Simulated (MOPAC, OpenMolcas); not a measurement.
## GaCl2O (SMILES [O][Ga]([Cl])[Cl]): the dipole moment, rung by rung

GaCl2O has 4 atoms, charge 0, and is taken as a doublet. As SMILES, `[O][Ga]([Cl])[Cl]`. Geometry: relaxed at PBE0-D4/def2-TZVP.

Each level gives the dipole moment (D). The values are calculated.

```tsv
level	kind	program	value (D)	CPU time
MNDO	semi-empirical	MOPAC	1.05	under 2 s
UHF/aug-cc-pVDZ	Hartree–Fock	OpenMolcas	0.60	26 s
USVWN5/aug-cc-pVDZ	LDA	OpenMolcas	0.88	38 s
UPBE/aug-cc-pVDZ	GGA	OpenMolcas	0.67	55 s
U-r2SCAN/aug-cc-pVDZ	meta-GGA	OpenMolcas	0.54	59 s
UTPSS/aug-cc-pVDZ	meta-GGA	OpenMolcas	0.57	58 s
UB3LYP/aug-cc-pVDZ	global hybrid	OpenMolcas	0.59	48 s
UBHLYP/aug-cc-pVDZ	global hybrid	OpenMolcas	0.59	48 s
```

All-electron rows without a relativistic Hamiltonian named are non-relativistic. The values span 0.54 to 1.05 D. Magnitudes only. Times are those of the runs behind each value, whatever else they computed, on shared processors of several kinds: orders of magnitude only.
